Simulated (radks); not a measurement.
Results of a calculation; reference values are marked as such.
Effect of the nuclear size on the dysprosium ion Dy3+, [Xe] 4f9. Code: a radial shooting solver on a logarithmic mesh with Libxc functionals. Model: Dirac Kohn-Sham, BLYP, spin-unpolarised, spherical densities, finite nucleus; open shells fill j = l - 1/2 first; Fermi nuclear charge, rms radius 5.2218 fm. The rms radius is varied about that value; shifts are against it.

| rms radius (fm) | total energy shift (eV) | density at nucleus (e/bohr^3) | 1s1/2 shift (meV) | 2s1/2 shift (meV) | 4p1/2 shift (meV) | 5s1/2 shift (meV) | 5p1/2 shift (meV) | 4f7/2 shift (meV) | 6s1/2 (empty) shift (meV) |
|---|---|---|---|---|---|---|---|---|---|
| 4.6317 | -5.58 | 7.651e+05 | -2290 | -301 | 0.236 | -2.54 | 0.096 | 0.341 | -0.438 |
| 4.9033 | -3.07 | 7.533e+05 | -1260 | -166 | 0.130 | -1.40 | 0.053 | 0.188 | -0.241 |
| 5.2218 | 0 | 7.405e+05 | 0.000 | 0.000 | 0.000 | 0.000 | 0.000 | 0.000 | 0.000 |
| 5.6291 | 4.13 | 7.255e+05 | 1700 | 223 | -0.174 | 1.88 | -0.071 | -0.252 | 0.325 |
| 5.9476 | 7.52 | 7.147e+05 | 3090 | 405 | -0.316 | 3.42 | -0.129 | -0.459 | 0.591 |

Slopes of the eigenvalues against <r^2> in GHz/fm^2, as finite differences over the two radii next to the reference (eigenvalue slopes, not the field-shift constants of lines): 1s1/2 93700, 2s1/2 12300, 4p1/2 -9.60, 5s1/2 104, 5p1/2 -3.93, 4f7/2 -13.9, 6s1/2 (empty) 17.9.
